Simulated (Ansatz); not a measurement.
Input for Ansatz (a program for electronic structure): R-r2SCAN/def2-TZVPP on AlH4NO2 (SMILES [NH2][Al]([OH])[OH]), a point of a torsion scan.

Ansatz 0.2 input:
```yaml
crystal:
  periodic: [false, false, false]
  atoms:
    - {symbol: N, position_ang: [1.50305276, -0.02815034, 0.22163299]}
    - {symbol: Al, position_ang: [-0.16461256, 0.42976190, -0.22416073]}
    - {symbol: O, position_ang: [-1.49150009, -0.38432392, 0.32622593]}
    - {symbol: O, position_ang: [-0.30516559, 1.73667631, -1.21726816]}
    - {symbol: H, position_ang: [2.23332636, 0.66348694, 0.27348278]}
    - {symbol: H, position_ang: [1.68713470, -0.75664715, 0.89464740]}
    - {symbol: H, position_ang: [-1.97249844, -1.05480307, 0.78500765]}
    - {symbol: H, position_ang: [-0.77235554, 2.34807938, -1.76610985]}
basis:
  gaussian:
    orbitals: def2-TZVPP
hamiltonian:
  xc: {name: r2SCAN}
scf: {lower_state_search: off}
```

**Question.** Predict the final total energy.

**Answer.** -450.1643 hartree.
